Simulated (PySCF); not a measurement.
chlorocyclobutane (C₄H₇Cl), SMILES ClC1CCC1.

The structure is a stationary point at r2SCAN-D4/def2-SVP.

Two levels are set side by side: TDDFT-PBE/def2-SVPD (PySCF) and TDDFT-LC-ωPBE/def2-SVPD (PySCF). Vertical, same geometry. The lowest singlet is HOMO→LUMO 96 % with PBE and HOMO→LUMO+1 37 %, HOMO→LUMO 25 %, HOMO→LUMO+9 10 %, HOMO→LUMO+2 8 % with the other functional; states are paired by order. Differences are taken from unrounded values.

```json
[
 {"quantity": "lowest singlet excitation (eV)", "TDDFT-LC-ωPBE": "7.57", "TDDFT-PBE": "6.61", "TDDFT-PBE minus TDDFT-LC-ωPBE": "-0.96"},
 {"quantity": "lowest triplet excitation (TDA) (eV)", "TDDFT-LC-ωPBE": "6.82", "TDDFT-PBE": "6.12", "TDDFT-PBE minus TDDFT-LC-ωPBE": "-0.69"}
]
```

A lower first singlet is the usual sign of a functional without exact exchange. Differences between two approximate levels are no errors against the true value.

Rough cost on one machine, each run with all the roots and properties that it gave: TDDFT-LC-ωPBE against TDDFT-PBE about 10 times.
